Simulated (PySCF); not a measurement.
Compound: C7H16Ge.
SMILES with atom numbers: `[CH3:1][CH2:2][C@@H:3]([CH3:4])[GeH:5]1[CH2:6][CH2:7][CH2:8]1` (hydrogens: H9, H10, H11 on C1; H12, H13 on C2; H14 on C3; H15, H16, H17 on C4; H18 on Ge5; H19, H20 on C6; H21, H22 on C7; H23, H24 on C8)

Structure used (PBE0-D3(BJ)/def2-SVP), in Å, numbered top down from 1:
```xyz
24
C7H16Ge angstrom
C     -2.048    1.292    1.180
C     -2.197    0.498   -0.108
C     -1.107   -0.548   -0.339
C     -1.367   -1.376   -1.594
Ge     0.693    0.254   -0.430
C      1.738    0.653    1.205
C      2.953   -0.024    0.529
C      2.277   -0.933   -0.527
H     -2.886    1.991    1.321
H     -2.017    0.627    2.058
H     -1.119    1.886    1.191
H     -2.221    1.191   -0.969
H     -3.179   -0.010   -0.113
H     -1.078   -1.225    0.535
H     -0.608   -2.161   -1.737
H     -2.352   -1.871   -1.546
H     -1.366   -0.745   -2.498
H      0.699    1.398   -1.474
H      1.882    1.684    1.556
H      1.349    0.052    2.043
H      3.631   -0.553    1.222
H      3.561    0.741    0.017
H      2.021   -1.920   -0.108
H      2.825   -1.087   -1.466
```

Level of theory: PBE0-D3(BJ)/def2-SVP geometry optimisation, gas phase in PySCF 2.14.0.

Masses are those of the commonest isotopes; rigid-rotor values at the optimised geometry. The values belong to one conformer with, in the numbering `[CH3:1][CH2:2][C@@H:3]([CH3:4])[GeH:5]1[CH2:6][CH2:7][CH2:8]1`, C1–C2–C3–C4 176°, C2–C3–Ge5–C6 84°, C3–Ge5–C6–C7 133°, Ge5–C6–C7–C8 -22°, C6–C7–C8–Ge5 22°, C3–Ge5–C8–C7 -136°.

Task: What are A, B and C (cm⁻¹)?

Result: Ia = 210.90, Ib = 485.94, Ic = 630.40 u·Å²; 505379 MHz·u·Å²/I gives 2396, 1040 and 801.7 MHz, that is A = 0.07993, B = 0.03469, C = 0.02674 cm⁻¹.

Task: What kind of rotor is it?

Result: An asymmetric top; Ray's κ = -0.701.

Task: What does the inertial defect say?

Result: Not planar: Δ = Ic − Ia − Ib = -66.45 u·Å². For a rigid frame Δ = −2 Σ m c², so Σ m c² = 33.22 u·Å² lies off the ab plane: 16.51 from hydrogen and 16.71 from heavier atoms. The atom farthest from that plane is 1.89 Å away.

Task: Give the other two planar moments, Paa and Pbb, and the rms extents of the mass along the axes.

Result: Paa = Σ m a² = (Ib + Ic − Ia)/2 = 452.72 and Pbb = Σ m b² = (Ia + Ic − Ib)/2 = 177.68 u·Å². With the mass M = 174.05 u, the rms extents √(P/M) along a, b and c are 1.61, 1.01, 0.44 Å.

Task: Where do the levels up to J = 2 lie, in K?

Result: Above 0(0,0), as E/k:
J = 1: 1(0,1) 0.088, 1(1,1) 0.153, 1(1,0) 0.165
J = 2: 2(0,2) 0.264, 2(1,2) 0.319, 2(1,1) 0.353, 2(2,1) 0.548, 2(2,0) 0.550

Task: Predict some low-J microwave lines.

Result: The dipole components are |μa| = 0.59 D, |μb| = 0.07 D, |μc| = 0.47 D. The squared components, which scale the intensities, stand as 1.00 : 0.01 : 0.62 (a : b : c). Some lines, for components of 0.1 D or more:

| type | branch | J(Ka,Kc) | MHz | lower level (cm⁻¹) |
| --- | --- | --- | --- | --- |
| c | Q | 5(1,5) ← 5(0,5) | 401 | 0.892 |
| a | Q | 4(2,2) ← 4(2,3) | 406 | 0.810 |
| c | Q | 4(1,4) ← 4(0,4) | 622 | 0.601 |
| a | Q | 5(2,3) ← 5(2,4) | 885 | 1.115 |
| c | Q | 1(1,1) ← 1(0,1) | 1356 | 0.061 |
| a | Q | 4(1,3) ← 4(1,4) | 2368 | 0.622 |
| c | Q | 5(2,4) ← 5(1,4) | 2786 | 1.023 |
| a | R | 2(0,2) ← 1(0,1) | 3655 | 0.061 |
| a | R | 3(0,3) ← 2(0,2) | 5413 | 0.183 |
| a | R | 3(2,2) ← 2(2,1) | 5525 | 0.381 |
| a | R | 3(2,1) ← 2(2,0) | 5637 | 0.382 |
| a | R | 4(1,4) ← 3(1,3) | 6839 | 0.393 |
| c | Q | 4(3,2) ← 4(2,2) | 7062 | 0.824 |
| c | Q | 3(3,1) ← 3(2,1) | 7253 | 0.570 |
| a | R | 4(3,2) ← 3(3,1) | 7418 | 0.812 |
| a | R | 4(2,2) ← 3(2,1) | 7609 | 0.570 |
| c | R | 2(2,0) ← 1(1,0) | 8019 | 0.115 |
| c | R | 2(2,1) ← 1(1,1) | 8229 | 0.107 |
| a | R | 5(0,5) ← 4(0,4) | 8728 | 0.601 |
| a | R | 5(4,2) ← 4(4,1) | 9272 | 1.403 |
| a | R | 5(3,3) ← 4(3,2) | 9286 | 1.060 |
| c | R | 3(2,1) ← 2(1,1) | 9735 | 0.245 |
| c | R | 4(1,3) ← 3(0,3) | 10091 | 0.364 |
| c | R | 4(2,3) ← 3(1,3) | 12503 | 0.393 |
| c | R | 5(2,4) ← 4(1,4) | 14809 | 0.622 |
| c | R | 5(3,3) ← 4(2,3) | 16755 | 0.810 |
| c | R | 4(4,0) ← 3(3,0) | 17698 | 0.812 |
| c | R | 5(5,0) ← 4(4,0) | 22492 | 1.403 |

Task: Estimate the classical rotational partition function at 10 K, 25 K and 50 K.

Result: Point group C1, symmetry number σ = 1; q = (√π/σ)·√((kT/h)³/(ABC)), k/h = 20836.6 MHz/K: 3770 at 10 K, 14900 at 25 K, 42200 at 50 K.

Not checked by PBE0-D3(BJ)/def2-SVP frequencies. These are rigid-rotor constants of the computed structure; measured ground-state constants (B0) also hold zero-point vibration. A rigid rotor knows nothing of internal rotation, which can split or shift real lines.
